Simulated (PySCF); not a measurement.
(Z)-1,2-dibromo-1,2-difluoroethene (C₂Br₂F₂), SMILES F/C(Br)=C(\F)Br. Geometry: PBE-D3(BJ)/def2-SVP.

Computed equilibrium geometry at PBE-D3(BJ)/def2-SVP (PySCF confirms it by a frequency run) as Cartesian coordinates in Å, and its point group:
point group C2v.
```xyz
6

F      0.0000     1.3394     2.0215
C      0.0000     0.6777     0.8638
Br     0.0000     1.7581    -0.6679
C      0.0000    -0.6777     0.8638
F      0.0000    -1.3394     2.0215
Br     0.0000    -1.7581    -0.6679
```
